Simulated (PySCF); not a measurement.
**Correlation energy of Mo²⁹⁺ (molybdenum, charge +29)**

[Ne] 3s2 3p1, 2P determinant. All numbers are calculated (PySCF 2.14, the non-relativistic Hamiltonian (point nucleus), in an uncontracted even-tempered set (16 s from 3.6 bohr⁻², ratio 2.5; 10 p from 4.7 bohr⁻², ratio 2.5; 5 d from 20 bohr⁻², ratio 2.7; 4 f from 30 bohr⁻², ratio 2.7)). Frozen: 1s2; 11 electrons correlated; the 17 highest virtual orbitals of each spin left out.

```
  level  correlation energy (mhartree)
   CCSD                        -493.93
    (T)                          -2.05
CCSD(T)                        -495.98
```

Diagnostics: T1 = 0.0015, D1 = 0.0064, largest double amplitude 0.086.

A non-relativistic calculation at this Z misses sizeable relativistic shifts. Spin-orbit coupling, absent here, splits the open shell strongly.

Cost of the coupled-cluster step: of the order of 11 core-seconds, for 11 correlated electrons.

Iterations:

```
CC2 = 0
CCSD nocc = (np.int64(6), np.int64(5)), nmo = (81, 81)
frozen orbitals [[0, 82, 83, 84, 85, 86, 87, 88, 89, 90, 91, 92, 93, 94, 95, 96, 97, 98], [0, 82, 83, 84, 85, 86, 87, 88, 89, 90, 91, 92, 93, 94, 95, 96, 97, 98]]
max_cycle = 100
direct = 0
conv_tol = 1e-08
conv_tol_normt = 1e-06
diis_space = 8
diis_start_cycle = 0
Init t2, MP2 energy = -0.457191420269152
Init E_corr(UCCSD) = -0.457191420269218
cycle = 1  E_corr(UCCSD) = -0.481719673280925  dE = -0.024528253  norm(t1,t2) = 0.0280844
cycle = 2  E_corr(UCCSD) = -0.489641306616137  dE = -0.00792163334  norm(t1,t2) = 0.0101387
cycle = 3  E_corr(UCCSD) = -0.49395722028441  dE = -0.00431591367  norm(t1,t2) = 0.00376339
cycle = 4  E_corr(UCCSD) = -0.493925352106265  dE = 3.18681781e-05  norm(t1,t2) = 0.000162584
cycle = 5  E_corr(UCCSD) = -0.493928204052335  dE = -2.85194607e-06  norm(t1,t2) = 8.64834e-06
cycle = 6  E_corr(UCCSD) = -0.493927132634267  dE = 1.07141807e-06  norm(t1,t2) = 1.07173e-06
cycle = 7  E_corr(UCCSD) = -0.493927392631425  dE = -2.59997158e-07  norm(t1,t2) = 2.13729e-07
cycle = 8  E_corr(UCCSD) = -0.493927387949065  dE = 4.68236028e-09  norm(t1,t2) = 1.63438e-08
UCCSD converged
E(UCCSD) = -3359.73328839024  E_corr = -0.4939273879490645
UCCSD(T) correction = -0.00204645202054019
```

At this charge a non-relativistic calculation is a model, useful for the Z dependence of the correlation energy.
